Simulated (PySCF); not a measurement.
Start geometry of [MoO3Br]-, `[O]=[Mo-](=[O])(=[O])[Br]` from GFN2-xTB (Å):
```
atom  x, y, z in Å
Mo1    0.1825    0.1356    0.1001
O2     0.0200    0.0198    1.7211
O3     1.5749    0.0581   -0.5830
O4    -0.6886    1.4514   -0.5419
Br5   -1.0138   -1.7754   -0.7584
```

Task: What comes out of this run: PBE0-D3(BJ)/def2-SVP geometry optimisation, gas phase, def2 core potentials past Kr (PySCF 2.14.0)?

Result: 
```
atom  x, y, z in Å
Mo1    0.090    0.113    0.060
O2     0.021   -0.026    1.763
O3     1.717    0.151   -0.459
O4    -0.723    1.528   -0.447
Br5   -1.030   -1.877   -0.979
```

The energy falls by 1.414 eV over 10 energy and gradient evaluations, the largest force component goes from 0.2317 to 5.5e-04 Eh/bohr, and the atoms move by 0.123 Å rms after alignment. The bond that changes most is Mo1–O3 (ends: molybdenum bonded to Br and 3 O; oxygen bonded to Mo), which lengthens by 0.156 Å. Bonds longer at the end by more than 0.005 Å: 4 of 4; shorter: 0. Among the angles that change most is O2–Mo1–O3, from 121.5° to 110.0°. Rotational constants go from 4208, 1288, 1266 to 4026, 1140, 1140 MHz. The orientation of the end geometry is arbitrary; only internal coordinates are fixed.

The run used 105 basis functions and 76 SCF cycles in all. Hardware: one thread of an Arm Neoverse V1, shared host. Cost: 57 s, 0.40 GiB resident at most.

PBE0-D3(BJ)/def2-SVP frequencies: not computed here.
